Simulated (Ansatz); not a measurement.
One geometry of AlSi₄⁺, several levels of theory.

```yaml
crystal:
  periodic: [false, false, false]
  atoms:
    - {symbol: Al, position_ang: [0.519512, 1.406238, -1.036228]}
    - {symbol: Si, position_ang: [-1.846291, 0.864463, -1.212136]}
    - {symbol: Si, position_ang: [-0.564207, -0.805094, -0.190301]}
    - {symbol: Si, position_ang: [1.022423, 0.425580, 1.127663]}
    - {symbol: Si, position_ang: [0.868553, -1.891187, 1.311002]}
basis:
  gaussian: {orbitals: def2-TZVP, initial_orbitals: start.molden}
total_charge: 1
hamiltonian: {xc: {name: wB97X-V}}
scf: {omitted_lower_state_checks: [starts]}
output: {orbitals: {seedname: orbitals}}
```

The file start.molden holds the orbitals of an earlier run on this structure, at another level or in another basis.

```sh
$ ansatz run in.yaml --threads 4 --pin off --events-out ev --progress --plain --max-ram 4787MiB
```

It prints (some lines left out):

```
Functional definition: wB97X-V
1267 factors; their error is unknown
271 factors; integrals over basis functions are off by at most 1.2e-5 eV
mean field evaluation 1: about -38090.6544 eV, gradient 3.8e0 eV
mean field evaluation 2: about -38090.8116 eV, gradient 1.4e-1 eV
mean field evaluation 4: about -38090.9048 eV, gradient 8.4e-4 eV
mean field -38090.90475626 eV, -1399.8149308501 hartree, gradient 1.9e-5 eV, S^2 0.000000; 0 other end points of the search recorded, 0 dependent functions left out
reference -38090.90475448 eV, -1399.8149307846 hartree; 34, 34 occupied and 151, 151 virtual orbitals, 1267 factors
Total energy: -38090.90475448 eV, -1399.8149307846 hartree
Checks for a lower state left out: starts
```

It took 8 s on 4 threads of Arm Neoverse V1 on a shared host, peak host memory 0.63 GiB.

First input, but with `gaussian: {orbitals: def2-SVP, initial_orbitals: start.molden}`, `hamiltonian: {xc: pbe0, dispersion: d4}` (abridged; 1.2 s):

```
Functional definition: PBE0
mean field -38068.92619430 eV, -1399.0072335955 hartree, gradient 2.3e-5 eV, S^2 0.000000
Total energy: -38069.19087778 eV, -1399.0169605342 hartree
Checks for a lower state left out: starts
```

The first input with `gaussian: {orbitals: STO-3G}`, `hamiltonian: {xc: hf}` (abridged; 0.2 s):

```
Functional definition: HF
mean field -37580.76389075 eV, -1381.0675998283 hartree, gradient 1.6e-5 eV, S^2 0.000000
Total energy: -37580.76389075 eV, -1381.0675998283 hartree
Checks for a lower state left out: starts
```

The first input with `hamiltonian: {xc: r2scan, dispersion: d4}` (abridged; 4.6 s):

```
Functional definition: r2SCAN
mean field -38094.82214683 eV, -1399.9588922980 hartree, gradient 2.2e-5 eV, S^2 0.000000
Total energy: -38094.88199206 eV, -1399.9610915697 hartree
Checks for a lower state left out: starts
```

As the first input, with `hamiltonian: {xc: {name: B97M-V}}` (abridged; 7.5 s):

```
Functional definition: B97M-V
mean field -38089.12372473 eV, -1399.7494791484 hartree, gradient 1.4e-5 eV, S^2 0.000000
Total energy: -38089.12377879 eV, -1399.7494811353 hartree
Checks for a lower state left out: starts
```

As the first input, with `hamiltonian: {xc: pbe0, dispersion: d4}` (abridged; 3 s):

```
Functional definition: PBE0
mean field -38082.19223354 eV, -1399.4947515458 hartree, gradient 2.2e-5 eV, S^2 0.000000
Total energy: -38082.45691906 eV, -1399.5044785589 hartree
Checks for a lower state left out: starts
```

The first input with `hamiltonian: {xc: pbe, dispersion: d4}`, `output: {forces: true, orbitals: {seedname: orbitals}}` (abridged; 2.2 s):

```
Functional definition: PBE
mean field -38079.51090398 eV, -1399.3962145018 hartree, gradient 1.4e-5 eV, S^2 0.000000
Total energy: -38079.81864458 eV, -1399.4075237602 hartree
Atom 0 force    -0.043274    -0.053147     0.006415 eV/Å
Atom 1 force     0.118537    -0.036346     0.057444 eV/Å
Atom 2 force     0.055824     0.040399     0.071035 eV/Å
Atom 3 force    -0.086805    -0.103113    -0.035348 eV/Å
Atom 4 force    -0.044281     0.152206    -0.099546 eV/Å
Dipole moment:     0.152266     0.271562    -0.236869 e Å
Checks for a lower state left out: starts
```

Geometry: PBE-D4/def2-SVP.

The restricted singlet is unstable towards broken spin symmetry at other levels; at ωB97X-V/def2-TZVP, PBE0-D4/def2-SVP, r2SCAN-D4/def2-TZVP, B97M-V/def2-TZVP and others this wasn't settled. The restricted singlet is unstable towards broken spin symmetry in Hartree–Fock (as tested in another run); at HF/STO-3G this wasn't settled. The geometry of the singlet was relaxed on an unsound state (restricted singlet, unstable towards broken spin symmetry at other levels and untested here). Another isomer (singlet) lies 0.53 eV lower at PBE0-D4/def2-TZVP; other spin states weren't run for this one.
